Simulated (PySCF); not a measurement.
Si(Cl)2(F)(OSiH3) (Cl2FH3OSi2), SMILES F[Si](Cl)(Cl)O[SiH3].

Geometry optimised at PBE-D3(BJ)/def2-SVP. This is a generated structure with no PubChem entry under its InChIKey; it may be hypothetical. Other conformers were not sampled.

Computed with TDDFT-PBE/def2-SVPD (PySCF).

Vertical excitations. 

```tsv
state	energy (eV)	λ (nm)	f	main pairs
S1	6.52	190	0.003	HOMO→LUMO 99 %
S2	6.69	185	0.008	HOMO−1→LUMO 99 %
S3	6.82	182	0.012	HOMO−2→LUMO 98 %
S4	7.01	177	0.001	HOMO−3→LUMO 97 %
S5	7.26	171	0.009	HOMO−4→LUMO 51 %, HOMO→LUMO+1 45 %
S6	7.33	169	0.012	HOMO→LUMO+1 52 %, HOMO−4→LUMO 45 %
S7	7.49	166	0.016	HOMO−1→LUMO+1 89 %
S8	7.54	164	0.032	HOMO−5→LUMO 94 %
S9	7.61	163	0.009	HOMO−2→LUMO+1 93 %
S10	7.83	158	0.007	HOMO−3→LUMO+1 91 %
T1	6.29	197	0	HOMO→LUMO 98 %
T2	6.45	192	0	HOMO−1→LUMO 98 %
T3	6.58	189	0	HOMO−2→LUMO 97 %
T4	6.78	183	0	HOMO−3→LUMO 94 %
```
Triplets are in the Tamm–Dancoff approximation, which puts them higher than full response would, so one can lie above its singlet here.
